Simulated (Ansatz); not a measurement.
Total energies of `C[CH2][SnH2]` radical.

Z-matrix (Å, degrees):
```
C
C 1 1.522
H 1 1.093 2 111.8
H 1 1.096 2 111.0 3 119.7
H 1 1.093 2 111.8 3 -120.5
Sn 2 2.169 1 111.6 3 60.2
H 2 1.092 1 111.5 3 -179.7
H 2 1.092 1 111.5 3 -59.8
H 6 1.726 2 108.8 1 -58.6
H 6 1.726 2 108.8 1 58.2
```

Charge 0, multiplicity 2. Correlated methods include outer-core shells of Sn, which these sets cover unevenly. Sn: def2 effective core potential. Geometry: relaxed with PBE0-D4/def2-TZVP. Basis def2-TZVPP, Ansatz 0.2.0.

RPA on PBE orbitals: Hartree–Fock energy of these orbitals -293.10584 Eh, correlation -1.09506 Eh (frozen core).

```
functional  energy without D4 (Eh)  D4 term (kJ/mol)
      PBE0              -294.60465             -14.7
   r2SCAN0              -294.69696              -4.9
```

Question: Give the same for LDA (SPW92), PBE, revPBE, BLYP, r2SCAN, B97M-V, B3LYP, r2SCANh, HSE06 (plane-wave form), BHLYP, CAM-B3LYP, LC-ωPBE, ωB97X-V, ωB97M-V, B2PLYP, PBE-QIDH. (Estimate.)

Answer: The calculation gave: 
| functional | energy without D4 (Eh) | D4 term (kJ/mol) |
| --- | --- | --- |
| LDA (SPW92) | -293.57326 | – |
| PBE | -294.57563 | -17.5 |
| revPBE | -294.72348 | -53.3 |
| BLYP | -294.59152 | -38.5 |
| r2SCAN | -294.72992 | -4.1 |
| B97M-V | -294.70415 | – |
| B3LYP | -294.78459 | -28.3 |
| r2SCANh | -294.71637 | -4.4 |
| HSE06 (plane-wave form) | -294.59747 | -13.7 |
| BHLYP | -294.57629 | -22.2 |
| CAM-B3LYP | -294.63421 | -14.9 |
| LC-ωPBE | -294.69099 | – |
| ωB97X-V | -294.65775 | – |
| ωB97M-V | -294.59175 | – |
| B2PLYP | -294.40784 | – |
| PBE-QIDH | -294.39729 | – |

B3LYP takes the VWN-RPA correlation (the form of Gaussian; ORCA's B3LYP/G). HSE06 is the plane-wave form, built on full-range PBE exchange. The double hybrids freeze the cores in their second-order part.

LC-ωPBE has ω = 0.4 bohr⁻¹.
